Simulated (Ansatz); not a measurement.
`OB(Br)O[SiH3]` + CH₄ → `CB(O)Br` + `O[SiH3]` at 298.15 K and 1 bar (formal exchange of groups at a B–O bond).

Program: Ansatz. Geometries: PBE0-D4/def2-TZVP. ΔE: electronic, gas phase. CBS: MP2 limit from def2 TZ/QZ plus the TZ coupled-cluster correction, frozen cores. This one scheme is used for every species. For Br outer-core shells are correlated without core-valence functions, which leaves a few kJ/mol of doubt a bond. Scalar relativity is left out up to krypton. One conformer a species, not always the lowest.

```csv
species,CCSD(T)/CBS energy (Eh),H − E (kJ/mol),S (J/(mol·K))
`OB(Br)O[SiH3]`,-3040.13124,153.0,359.9
CH₄,-40.46206,127.4,186.2
`CB(O)Br`,-2713.85644,165.3,316.9
`O[SiH3]`,-366.69042,113.6,257.8
```

H − E and S are ideal-gas, rigid-rotor, harmonic terms from PBE0-D4/def2-TZVP, for one conformer and one mirror image of each species. 1 Eh = 2625.50 kJ/mol, R = 8.31446 J/(mol·K).

Task: By hand: ΔE, ΔH, ΔS and ΔG.

Result: ΔE = (-2713.85644) + (-366.69042) − (-3040.13124) − (-40.46206) = 0.04644 Eh = 121.9 kJ/mol. Δ(H − E) = 165.3 + 113.6 − 153.0 − 127.4 = -1.5, so ΔH = 120.4 kJ/mol. ΔS = 316.9 + 257.8 − 359.9 − 186.2 = 28.6 J/(mol·K). ΔG = 120.4 − 298.15 × (28.6)/1000 = 111.9 kJ/mol.

Task: By hand: the equilibrium constant, and the temperature at which ΔG would vanish if ΔH and ΔS stayed fixed.

Result: log₁₀ K = −ΔG/(RT ln 10) = -19.6. ΔG = 0 at ΔH/ΔS = 4210 K, far beyond where these terms or the molecules hold.

ΔH outweighs TΔS. A doubt of 5 kJ/mol in ΔE shifts log₁₀ K by 0.9 here. Other conformers and mirror images would add mixing entropy, several J/(mol·K) or more a flexible species. These are equilibria of isolated gas molecules and say nothing of rates. Largest T1 diagnostic: 0.011 (customary marks: 0.02 for closed shells, 0.045 for open ones).
